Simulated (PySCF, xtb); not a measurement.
GeOBr, SMILES [Ge](=[O])[Br], multiplicity 2.

Harmonic wavenumbers (cm⁻¹) from GFN2-xTB run with xtb at its own minimum, in rising order: 140, 212, 857.

Q: What does PySCF with TPSSh-D3(BJ)/def2-TZVP give at its own minimum? (The exact figures need the calculation; the answer reports its results.)

A: 139, 270, 842. Paired by order, the mean absolute difference is 24 cm⁻¹ and the zero-point energies are 1.7 and 1.8 kcal/mol.
